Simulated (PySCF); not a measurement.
Compound: CH₉NSi₃.
Z-matrix (Å and degrees, GFN2-xTB geometry), rows numbered from 1:
```
N 
C   1  1.2585
Si  2  1.9099  1  128.81
Si  3  2.3229  2  107.32  1   116.19
Si  3  2.3223  2  107.29  1  -116.29
H   1  1.0205  2  114.56  3     0.13
H   2  1.0909  1  114.04  3   179.95
H   3  1.4825  2  102.79  1    -0.07
H   4  1.4641  3  114.47  2   -58.64
H   4  1.4653  3  110.43  2  -179.42
H   4  1.4654  3  110.82  2    62.36
H   5  1.4654  3  110.45  2   179.22
H   5  1.4641  3  114.49  2    58.44
H   5  1.4657  3  110.86  2   -62.56
```

Computed, not measured: TDDFT CAM-B3LYP/def2-SVPD, vertical, gas phase, core orbitals frozen in the response in PySCF 2.14.0, density-fitted response routines.

Kohn–Sham orbitals with the atoms that hold most of them (Löwdin shares over 4%, at most four atoms; ? is withheld):

```tsv
orbital	ε (eV)	atoms
LUMO+2	0.73	Si3 30%, Si4 15%, Si5 15%, H8 12%
LUMO+1	0.29	Si4 22%, Si5 22%, Si3 22%, H13 10%
LUMO	0.03	?
HOMO	-8.43	?
HOMO-1	-9.59	Si3 27%, Si4 19%, Si5 19%, N1 10%
HOMO-2	-10.57	Si3 29%, H8 20%, Si5 13%, Si4 13%
HOMO-3	-11.23	N1 24%, C2 20%, Si5 12%, Si4 12%
```

Q: Give the leading atoms of the LUMO.

A: N1 (bonded to C and H) 30%; C2 (bonded to N, Si and H) 28%; Si3 (bonded to C, 2 Si and H) 12%; Si4 (bonded to Si and 3 H) 8%. By element: nitrogen 30%, carbon 28%, silicon 19% or more.

Q: Give the leading atoms of the HOMO.

A: N1 (bonded to C and H) 48%; C2 (bonded to N, Si and H) 19%; Si3 (bonded to C, 2 Si and H) 12%; H6 (bonded to N) 7%.

Q: The HOMO–LUMO gap is 8.45 eV. Where does the response calculation put the lowest singlet, and from which orbitals?

A: S1 is at 4.22 eV (f = 0.0007), 4.23 eV below the gap, made of HOMO→LUMO (92%). Without the coupling terms of the response equations the lowest excitation would equal the gap.

Q: Give energy, strength and leading configuration of S1, S2 and S4, and follow the Löwdin shares of the leading atoms from the occupied to the empty orbital.

A: 
- S1 (4.22 eV, f 0.0007), HOMO→LUMO (92%): N1 48% → 30%, C2 19% → 28%
- S2 (6.01 eV, f 0.0034), HOMO→LUMO+1 (85%): N1 48% → at most 10%, C2 19% → at most 10%, Si4 at most 7% → 22%, Si5 at most 7% → 22%
- S4 (6.72 eV, f 0.096), HOMO-1→LUMO (76%): Si3 27% → 12%, Si4 19% → 8%, N1 10% → 30%, C2 at most 11% → 28%

One conformer stands for the species.
